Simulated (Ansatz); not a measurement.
Molecule: sum formula SiN₂H₅, net charge -1, singlet state. It need not be the lowest isomer of its formula. Whether it binds its extra electron was not tested at this geometry. 
Geometry from a B3LYP-D3(BJ)/def2-TZVP (Ansatz, an electronic-structure program) optimisation:
SMILES: [NH-][SiH2]N
```xyz
8

Si     0.1051    -0.4026    -0.1471
N      1.4200     0.5635    -0.4101
N     -1.3555     0.2016     0.7260
H      0.5291    -1.5705     0.6999
H     -0.6477    -1.0300    -1.3239
H      1.2813     1.3266    -1.0693
H     -1.0942     0.8729     1.4430
H     -1.9912     0.6829     0.0978
```
Charge -1, spin multiplicity 1.

Parts of the frozen-core correlation energy in cc-pV(D+d)Z (Ansatz, hartree). Frozen orbitals: 7; correlated occupied orbitals by spin: 10 and 10; virtual: 59 and 59. No spin-orbit coupling. No relativistic terms.

```
term                            value
-------------------------  ----------
reference (HF)             -400.74398
MP2 opposite-spin                 [?]
MP2 same-spin                -0.11011
CCSD correlation                  [?]
(T)                               [?]
T1 diagnostic                   0.015
largest doubles amplitude       0.031
```

**Question.** What belongs in the gaps?

**Answer.** 
- MP2 opposite-spin, value: -0.35153
- CCSD correlation, value: -0.49530
- (T), value: -0.01396
